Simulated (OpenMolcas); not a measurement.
Computed levels of 4s² 4p³ in ions with 33 electrons, in cm-1 above ⁴S°_3/2.

```
Program             : OpenMolcas
Method              : CASSCF
Basis               : ANO-RCC-VQZP
Scalar Hamiltonian  : DKH2, point nucleus
Spin-orbit coupling : state interaction with AMFI integrals over the reference wave functions, term energies averaged over their components
```

Active space for each ion: 5 electrons in 8 orbitals (4s 4p 5s 5p).

| Level | As | Se+ | Kr3+ |
| --- | --- | --- | --- |
| ²D°_3/2 | 13783 | 16835 | 21252 |
| ²D°_5/2 | 14133 | 17499 | 23028 |
| ²P°_1/2 | 19326 | 24258 | 32442 |
| ²P°_3/2 | 19705 | 25014 | 34628 |

Task: Estimate ²D°_3/2, ²D°_5/2 for Br2+ from its neighbours Se+ and Kr3+.

Result: ²D°_3/2 is another term, which grows about linearly with the charge: (16835 + 21252) / 2 = 19044. The calculation gives 19254, so the estimate is off by -1.1 %.
²D°_5/2 is another term, which grows about linearly with the charge: (17499 + 23028) / 2 = 20264. The calculation gives 20380, so the estimate is off by -0.6 %.

Without dynamic correlation excited terms often stand tens of per cent too high (terms of higher spin than the ground term too low), and those without a measured partner can miss by more than the paired ones (holds for As; Se+). Some levels mix across a computed gap that differs much from the measured one, so their mixing is not that of the real levels (holds for As). The run also gave levels led by 4s² 4p² 5s, which use shells meant for correlation; these and all levels above them are left out (holds for As). Active for correlation alone: 5p 5s; no level in the range computed is led by a configuration that fills them, so any true level of that kind is missing (holds for Se+; Br2+; Kr3+). Only configurations of the active space appear.

° marks odd parity.
